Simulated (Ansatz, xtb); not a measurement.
**Two isomers of C6H14O**

Structure X: `CCOC(C)(C)C`, a singlet. Structure Y: `CCC(C)(O)CC`, a singlet. Both are isolated molecules in the gas phase, relaxed with PBE-D3(BJ)/def2-SVP, each in the lowest conformer that the search found.

Question: Estimate E(Y) − E(X) at the level CCSD(T)/def2-SVP + ΔMP2/def2-TZVPP.

Answer: Calculated at CCSD(T)/def2-SVP + ΔMP2/def2-TZVPP: E(Y) − E(X) = −31.8 kJ/mol, so structure Y lies lower.

The same difference at several levels:

```csv
level,geometry,E(Y) − E(X) (kJ/mol),departure from the last row (kJ/mol),"job, with rough time for the two"
GFN2-xTB,GFN2-xTB,−6.3,+25.5,"optimisation, 0.22 s"
HF/STO-3G,GFN2-xTB,+16.0,+47.8,"single point, 0.8 s"
r2SCAN-D4/def2-SVP,GFN2-xTB,−26.7,+5.1,"single point, 8.8 s"
PBE-D3(BJ)/def2-SVP,PBE-D3(BJ)/def2-SVP,−27.1,+4.7,"optimisation, 21 s"
HF/def2-SVP,PBE-D3(BJ)/def2-SVP,−17.2,+14.6,part of the CCSD(T) run
MP2/def2-SVP,PBE-D3(BJ)/def2-SVP,−35.4,−3.7,part of the CCSD(T) run
CCSD(T)/def2-SVP,PBE-D3(BJ)/def2-SVP,−29.9,+1.9,single point
CCSD(T)/def2-SVP + ΔMP2/def2-TZVPP,PBE-D3(BJ)/def2-SVP,−31.8,,"single point, 2.1 min"
```

As drawn, Y has 1 C–C, 1 O–H in place of 1 C–O, 1 C–H.

HF/STO-3G puts the two in the other order. The largest departure from CCSD(T)/def2-SVP + ΔMP2/def2-TZVPP is that of HF/STO-3G, 47.8 kJ/mol. The last row adds to CCSD(T) the change of the MP2 difference between the two basis sets, here −1.9 kJ/mol.

With thermal terms from frequencies at re-optimised GFN2-xTB minima (ideal gas, soft modes damped towards free rotors, one conformer each, 298.15 K, 1 atm): on the last row, ΔE + ΔZPE = −28.2, ΔH = −29.3, ΔG = −25.8 kJ/mol.

The correlated steps freeze 7 core orbitals. Programs: Ansatz 0.2.0, xtb 6.7.1; the last row on 4 threads of Intel(R) Xeon(R) Platinum 8259CL CPU @ 2.50GHz (Skylake/Cascade Lake) on a shared host.
